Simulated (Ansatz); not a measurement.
Total energies of the cluster Cu3S⁺ from Ansatz at r2SCAN-D4/def2-TZVP, gas phase (1 Eh = 27.2114 eV = 2625.5 kJ/mol). The reference geometry is relaxed at PBE0-D4/def2-SVP.

```xyz
4

Cu    0.0963    1.4561   -0.6713
Cu   -1.1010   -0.1346    1.1620
Cu    1.4153   -0.6841    0.3304
S    -0.4106   -0.6373   -0.8211
```

| state | geometry | energy (Eh) |
| --- | --- | --- |
| charge 1 singlet | reference | -5319.56627 |
| charge 0 doublet | reference | -5319.78320 |
| charge 1 triplet | relaxed at PBE0-D4/def2-SVP | -5319.49738 |
| charge 1 quintet | relaxed at PBE0-D4/def2-SVP | -5319.41508 |

(1) Work out the vertical electron affinity, to the doublet.

(2) Which of the charge 1 states is lowest, and how far above it are the others?

(1) E(charge 1 singlet) − E(charge 0 doublet) = -5319.56627 − (-5319.78320) = 0.21693 Eh = 5.90 eV.

(2) The singlet. triplet: -5319.49738 − (-5319.56627) = 0.06889 Eh = 180.9 kJ/mol; quintet: -5319.41508 − (-5319.56627) = 0.15119 Eh = 396.9 kJ/mol. The quintet differs in its bonds from the reference.

The structure comes from a short search, and lower isomers may exist.
